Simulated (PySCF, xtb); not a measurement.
SiH3F, SMILES F[SiH3].

GFN2-xTB in xtb at its own geometry gives an orbital gap of 6.58 eV and a dipole moment of 1.77 D.

Geometry optimised at r2SCAN-D4/def2-TZVP.

Problem. What does PySCF with CAM-B3LYP/def2-TZVPD give? (The exact figures need the calculation; the answer reports its results.)

Solution. gap 11.79 eV (levels -11.26 and 0.52 eV), dipole 1.34 D.
